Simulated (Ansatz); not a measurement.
Job for Ansatz (an electronic-structure program): R-PBE/def2-TZVPP on H2SSe2 (SMILES S[Se][SeH]), a point of a torsion scan.

Ansatz 0.2 input:
```yaml
crystal:
  periodic: [false, false, false]
  atoms:
    - {symbol: S, position_ang: [1.58354800, -0.62247181, -0.20864939]}
    - {symbol: Se, position_ang: [-0.49478299, -1.00042170, -0.70050315]}
    - {symbol: Se, position_ang: [-1.69073742, -0.00641917, 1.08450688]}
    - {symbol: H, position_ang: [1.71463832, 0.53507715, -0.86892369]}
    - {symbol: H, position_ang: [-0.70720047, 1.03052274, 1.33521886]}
basis:
  gaussian:
    orbitals: def2-TZVPP
hamiltonian:
  xc: {name: PBE}
scf: {lower_state_search: off}
```

The head of its log:

```
WARN ansatz: RAYON_NUM_THREADS=1 ignored (pool sized by the plan → 1); use --threads N
Functional definition: PBE
these checks for a lower state are left out or cut short: stability, starts, cluster_reference, orbital_swaps, neighbouring_geometries, increment
integrals: 0.10 GiB planned
1176 factors; their error is unknown
mean field: 0.60 GiB planned
mean field evaluation 1: about -141543.0890 eV, gradient 2.1e1 eV
mean field evaluation 2: about -141542.0393 eV, gradient 2.8e1 eV
```

Problem. Predict the final total energy.

Solution. -5201.6440 hartree.
